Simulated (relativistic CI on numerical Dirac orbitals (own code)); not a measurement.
## Yb5+: sensitivity of the levels to the model

Base calculation: Dirac-Coulomb-Breit CI, separate exchange-only KLI orbitals for each configuration, a model potential for QED, valence Slater integrals scaled by 0.85, P86 correlation energy added to each configuration.

CI space (outside the closed core [Kr] 4d10): 4f12 5s2 5p5, 4f11 5s2 5p6, 4f10 5s2 5p6 5d, 4f14 5s2 5p3, 4f13 5s2 5p4, 4f12 5s 5p6, 4f10 5s2 5p6 6s, 4f10 5s2 5p6 6p, 4f14 5p5, 4f13 5s 5p5, 4f14 5s 5p4, 4f13 5p6, 4f11 5s2 5p4 6s2, 4f13 5s2 5p3 6s, 4f13 5s 5p4 6s, 4f12 5p6 5d. The list is cut by size and lacks configurations that can hold low levels.

Variants: (1) self-excluded LDA correlation estimate; (2) no correlation estimate; (3) configuration mixing switched off; (4) only the first 3 configurations. Shifts of the energy above 4f11 5s2 5p6 4I°_15/2, in cm⁻¹, for the lowest level and the first level of each name with at least 55 % of one term (blank where a level changes its place among those of its configuration and J or its character, or is not in the variant):

```csv
Level,Base,Δ(1),Δ(2),Δ(3),Δ(4)
4f11 5s2 5p6 4I°_15/2,0.0,0.0,0.0,0.0,0.0
4f11 5s2 5p6 4I°_13/2,8846.6,0.0,0.0,+0.8,-0.4
4f11 5s2 5p6 4I°_11/2,13086.5,-0.1,+0.3,+27.8,+16.1
4f11 5s2 5p6 4S°_3/2,23521.1,-1.0,+2.0,+189.5,+31.3
4f11 5s2 5p6 4F°_7/2,26875.0,-0.3,+0.5,+56.9,+26.7
4f11 5s2 5p6 4F°_5/2,28926.9,-0.4,+0.9,+91.7,+44.7
4f11 5s2 5p6 2K°_15/2,32776.2,-0.1,+0.1,+13.0,+1.7
4f11 5s2 5p6 4G°_11/2,33930.7,-0.4,+0.9,+87.5,+56.3
4f11 5s2 5p6 2G°_7/2,35052.3,-0.6,+1.3,+120.0,+81.2
4f11 5s2 5p6 4G°_9/2,35986.8,-0.5,+1.1,+96.5,+66.4
4f11 5s2 5p6 2K°_13/2,39740.2,-0.2,+0.4,+38.2,+0.8
4f11 5s2 5p6 2P°_1/2,41490.4,-1.4,+2.9,+307.6,+85.1
4f11 5s2 5p6 4G°_5/2,43701.1,-0.9,+1.9,+180.9,+107.7
4f11 5s2 5p6 4G°_7/2,43975.4,-0.6,+1.1,+112.3,+73.2
4f11 5s2 5p6 2I°_11/2,50120.9,-0.8,+1.5,+128.6,+18.8
4f11 5s2 5p6 2L°_17/2,50427.8,0.0,-0.2,-2.2,+3.4
4f11 5s2 5p6 4D°_7/2,51514.7,-1.2,+2.4,+209.0,+158.6
4f11 5s2 5p6 2I°_13/2,53384.0,-0.9,+1.9,+166.3,+1.3
4f11 5s2 5p6 4D°_3/2,55615.8,-1.1,+2.3,+205.1,+144.9
4f11 5s2 5p6 2L°_15/2,58832.3,0.0,-0.1,-1.8,+3.0
4f11 5s2 5p6 4D°_1/2,62075.9,-1.0,+2.0,+172.0,+118.7
4f11 5s2 5p6 2F°_7/2,68157.8,-2.5,+5.4,+514.9,+479.6
```

At this charge configurations can still be misplaced by up to about 7 % of their energy. Levels and lines within the n = 5 or 6 shells can be off by up to 10 % or somewhat more, and those that change n by about 2 %, since core polarisation is missing. Levels that differ in their count of f electrons can be misplaced by several ten thousand cm⁻¹, since the correlation energy of f electrons is missing or only estimated; rates across such gaps can be off by orders of magnitude. The computed lowest level isn't the tabulated ground level, which NIST ASD gives as 4f12 5p5 °.

Ionisation energy from the two ground configurations alone: base 94.01 eV; self-excluded LDA correlation estimate 94.3 eV; no correlation estimate 92.55 eV. The NIST ASD value (theoretical) is 99 eV. The gap of more than 2 % comes from missing correlation, or from a tabulated value that is itself an estimate.

LS names give the leading component of a level, which can be under half, so a name can repeat, a term be missing and a line seem to break the LS rules.
